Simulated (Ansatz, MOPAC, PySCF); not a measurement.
Dimer: H2O (SMILES O) (first 3 atoms) with H2S (SMILES S); geometry from B3LYP-D3(BJ)/def2-TZVP, rigid monomers moved along the line of their centres of mass till O1···H5 is 1.93 Å.
(charge 0, multiplicity 1):
```xyz
6

O      0.0663     0.3707    -0.0044
H      0.9296     0.6030    -0.3628
H     -0.2027    -0.4290    -0.4693
S      0.0199     0.0693     3.2571
H     -0.0042     0.2435     1.9200
H     -0.8910     1.0321     3.4687
```

Interaction energies are E(AB) − E(A) − E(B) at the monomers' geometry in the complex; basis-set methods are counterpoise corrected. Rows marked so take none.

Rows in 3-21G, 6-31G* carry no dispersion term and start afresh at each structure (6-31G* with six Cartesian d functions). The state that PM3 reach isn't checked.

Programs: Ansatz (a program for electronic structure); MOPAC for PM3 (differences of heats of formation); PySCF for 3-21G rows, 6-31G* rows. Values without a source in brackets are computed.

### Question
One of these levels gives -0.99 kcal/mol for the interaction energy. Which one is it?
A) PM3
B) B3LYP/6-31G* (no counterpoise)
C) HF/3-21G (no counterpoise)
D) PBE/def2-TZVPPD

### Answer
A, PM3. The others give -6.29 (HF/3-21G (no counterpoise)), -2.16 (PBE/def2-TZVPPD), -4.11 (B3LYP/6-31G* (no counterpoise))
